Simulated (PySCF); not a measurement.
Species: C3H6NSSi (doublet state).
Geometry (GFN2-xTB, Å), atoms numbered from 1 in this order:
```
atom  x, y, z in Å
C1     1.3926   -1.2066   -0.0603
C2     0.8610   -0.0593    0.6464
Si3   -0.6196    0.6577   -0.4009
S4    -2.1486   -0.8390   -0.6006
C5    -1.3960    2.0870    0.4998
N6    -1.8365    2.9650    1.0907
H7     1.0377   -2.1981    0.1465
H8     2.0989   -1.0801   -0.8573
H9     1.5904    0.7443    0.7327
H10    0.4902   -0.3185    1.6376
H11   -0.1610    1.1137   -1.7078
H12   -1.3079   -1.8667   -0.6088
```

The hyperfine couplings belong to this conformer and change with its torsions.

Identity: `[CH2]C[Si@@H](S)C#N` [radical].

The calculation used PySCF 2.14.0, UKS B3LYP, pcH-1 on C H N S Si, non-relativistic, mean-field spin-orbit, GIAO. Geometry: GFN2-xTB, one conformer, isolated molecule. A GFN2-xTB geometry isn't a minimum of the functional, and hyperfine couplings can be far from their values at a DFT geometry. The SCF solution wasn't tested for stability.

The largest Mulliken spin populations are on C1 (+1.00), Si3 (+0.09) and C2 (-0.08). No atom but C1 exceeds +0.15. The positive populations add up to 1.17 and the negative ones to -0.17, together 2S = 1. The angles at C1 add up to 359.8°, so it is planar; its axial dipolar tensor and the negative couplings of its protons fit spin in a p orbital normal to that plane.

(1) McConnell's relation a(H) = Q·ρ ties the coupling of a proton on a planar π carbon to the spin population of that carbon. What Q do the computed values give?

(2) How do the β-proton couplings of this frozen conformer go with θ, the angle between the C–H bond and the normal to the plane of the spin centre's three neighbours, both seen down the bond from centre to carbon?

Answers

(1) 
```json
{"H": "H7", "C": "C1", "ρ(C)": "+1.003", "a(H) (G)": "-21.80", "a/ρ (G)": "-21.7"}
{"H": "H8", "C": "C1", "ρ(C)": "+1.003", "a(H) (G)": "-21.61", "a/ρ (G)": "-21.5"}
```

These protons share one ρ (within 0.01), so their mean ratio, Q = -21.6 G, is no test of linearity. In McConnell's picture π spin on carbon polarises the C–H bond and leaves opposite spin at the proton, which makes Q negative, as found here.

(2) 
| β H | on | centre | θ (°) | cos²θ | a (G) |
| --- | --- | --- | --- | --- | --- |
| H9 | C2 | C1 | 59 | 0.27 | +21.42 |
| H10 | C2 | C1 | 65 | 0.18 | +14.38 |

Couplings in gauss use g_iso = 2.0032.
